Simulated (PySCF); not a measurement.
**Exercise with solution: oscillator strength and radiative lifetime**

C₄H₄BrCl, SMILES ClCC=C=CBr.

Geometry optimised at PBE0-D3(BJ)/def2-SVP. The structure was generated by enumeration; whether it is a known compound was not checked. The values are those of a single conformer.

TDDFT-CAM-B3LYP/def2-SVPD in PySCF 2.14.0 puts the first singlet state with f over 0.02 at 6.68 eV (vertical), with the transition dipole (-2.086, -0.396, -0.094) in atomic units.

Q: Find the oscillator strength, the wavelength and the radiative lifetime that this transition would have in vacuum if emission retraced absorption.

A: 
|μ|² = 4.5170 au, so |μ| = 5.40 D. ΔE = 6.68/27.211 = 0.2455 hartree. f = (2/3) ΔE |μ|² = 0.739 (the program prints 0.739).
λ = 1239.84/6.68 = 186 nm; ν = 53878 cm⁻¹.
Einstein's coefficient A = 0.6670 ν² f s⁻¹ (ν in cm⁻¹) = 1.4e9 s⁻¹, so τ = 1/A = 0.70 ns. This state is S6; the lower singlets have f = 0.001, 0.019, 0.005, 0.016, 0.001. The figure is the radiative limit of this one transition; relaxation, internal conversion, crossing to triplets and a medium change what is measured.
